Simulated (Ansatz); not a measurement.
Cost and result up the ladder for (LiCl)3 ring (Li₃Cl₃) (6 atoms). The state is a singlet with charge 0. Geometry: PBE-D4/def2-SVP.

Cartesian coordinates in Å:
```
Li -1.809 0.021 -0.590
Cl -0.644 -1.268 -1.901
Li 1.293 -1.038 -0.934
Cl 2.256 -0.027 0.735
Li 0.516 1.017 1.524
Cl -1.612 1.294 1.165
```

Ansatz on 4 threads of Intel Xeon on a shared host. Times are rough, and most runs start from the orbitals of an earlier one. ωB97M-V/def2-TZVP serves as the yardstick here, not as an exact answer. Differences are given only for rows in sets of like size (and for xTB, whose basis is part of the method), since another set adds its own error. Binding counts from free atoms at the same level (Li doublet, Cl doublet; other spins of the atoms weren't run), without zero-point energy or a counterpoise term.

LC-ωPBE has ω = 0.4 bohr⁻¹. Correlated methods freeze 15 core orbitals; core or outer-core shells of Li are correlated, in sets that lack core-valence functions.

Correlated methods converge slowly with the basis.

| level | functions | wall time | binding energy per atom (eV) | difference from ωB97M-V/def2-TZVP (eV) |
| --- | --- | --- | --- | --- |
| PBE-D4/def2-SVP | 81 | 1.4 s | 3.15 | – |
| LDA (SPW92)/def2-TZVP | 153 | 1.5 s | 3.29 | 0.16 |
| PBE0-D4/def2-SVP | 81 | 1.9 s | 3.12 | – |
| MP2/def2-TZVP | 153 | 2.3 s | 3.02 | -0.11 |
| PBE-D4/def2-TZVP (with forces) | 153 | 2.6 s | 3.04 | -0.09 |
| LC-ωPBE/def2-TZVP | 153 | 2.7 s | 2.99 | -0.13 |
| BHLYP-D4/def2-TZVP | 153 | 2.8 s | 3.01 | -0.12 |
| PBE0-D4/def2-TZVP | 153 | 3 s | 3.02 | -0.11 |
| r2SCAN-D4/def2-TZVP | 153 | 3.8 s | 3.06 | -0.07 |
| PBE0-D4/def2-TZVPD | 189 | 4.7 s | 3.02 | -0.10 |
| r2SCANh-D4/def2-TZVP | 153 | 4.7 s | 3.05 | -0.08 |
| r2SCAN-D4/def2-TZVPD | 189 | 5.5 s | 3.07 | -0.06 |
| ωB97M-V/def2-TZVP | 153 | 7 s | 3.13 | 0.00 |
| CCSD(T)/def2-TZVPP | 183 | 42 s | 3.00 | -0.13 |
